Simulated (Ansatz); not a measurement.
C2H5ClGeO (`Cl[C]1([GeH3])CO1`), relaxed with RKS PBE0-D4/def2-TZVP in Ansatz 0.2.0 from a PBE-D4/def2-SVP geometry. The force threshold is 0.005 eV/Å; the program also tests the step.

Charge 0, multiplicity 1.

Start:

```xyz
10

Cl    1.916    1.209   -0.463
C     0.584    0.129    0.108
Ge   -1.202    0.902   -0.258
C     0.880   -1.315    0.208
O     0.775   -0.463    1.365
H    -1.351    2.183    0.595
H    -2.254   -0.158    0.160
H    -1.322    1.228   -1.764
H     1.903   -1.653   -0.037
H     0.073   -2.062    0.087
```

Task: By how much does the energy fall, and how many steps does the optimiser take? (An estimate is asked.)

Result: The calculation gave: 0.96 kcal/mol, in 7 steps, 1 of them rejected.

Task: Which bonds change most? (Estimate.)

Result: Ansatz gave: Cl1–C2 from 1.807 to 1.774 Å; C4–H9 from 1.105 to 1.086 Å; C4–H10 from 1.107 to 1.087 Å; C2–C4 from 1.477 to 1.461 Å.

Task: Give the relaxed structure. (Estimate.)

Result: Ansatz gave: 
```xyz
10

Cl    1.906    1.191   -0.421
C     0.584    0.135    0.114
Ge   -1.194    0.892   -0.251
C     0.868   -1.295    0.193
O     0.784   -0.474    1.354
H    -1.347    2.180    0.564
H    -2.228   -0.159    0.181
H    -1.307    1.181   -1.752
H     1.869   -1.633   -0.057
H     0.065   -2.019    0.074
```
